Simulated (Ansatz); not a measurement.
F2O2W, triplet, at a GFN2-xTB geometry (such geometries of metal compounds can be far from the true shape) (the multiplicity is a formal guess) (core potentials on W); R2SCAN/def2-SVP (Ansatz, an electronic-structure program).

Here is a job for Ansatz.
Ansatz 0.2 input:
```yaml
crystal:
  periodic: [false, false, false]
  atoms:
    - {symbol: W, position_ang: [0.08928012, -0.01961338, 0.03048728]}
    - {symbol: O, position_ang: [1.28675522, -0.83646492, -0.90891552]}
    - {symbol: O, position_ang: [0.70512119, 0.39888230, 1.58909943]}
    - {symbol: F, position_ang: [-1.13649984, 1.41021637, -0.03656426]}
    - {symbol: F, position_ang: [-1.36813798, -0.85998847, -0.81871689]}
basis:
  gaussian:
    orbitals: def2-SVP
hamiltonian:
  xc: r2scan
magnetization: {spin_polarized: true, initial_magnetization: 2}
accuracy: high
```

The log (banner, timings and long lists left out):

```
Functional definition: r2SCAN
1872 factors; integrals over basis functions are off by at most 1.7e-8 eV
mean field evaluation 1: about -11334.3788 eV, gradient 5.3e1 eV
mean field evaluation 2: about -11185.2260 eV, gradient 1.9e2 eV
mean field evaluation 4: about -11341.9836 eV, gradient 2.5e1 eV
mean field evaluation 8: about -11344.5270 eV, gradient 2.4e-1 eV
mean field evaluation 16: about -11344.5326 eV, gradient 1.3e-3 eV
mean field evaluation 32: about -11344.5326 eV, gradient 6.8e-8 eV
mean field evaluation 64: about -11343.6935 eV, gradient 2.5e-5 eV
mean field evaluation 96: about -11343.6388 eV, gradient 2.0e0 eV
mean field -11344.53257570 eV, -416.9038825565 hartree, gradient 6.2e-8 eV, S^2 2.020837; 7 other end points of the search recorded, 0 dependent functions left out
reference -11344.53258962 eV, -416.9038830680 hartree; 25, 23 occupied and 63, 65 virtual orbitals, 1872 factors
Total energy: -11344.53258962 eV, -416.9038830680 hartree
```
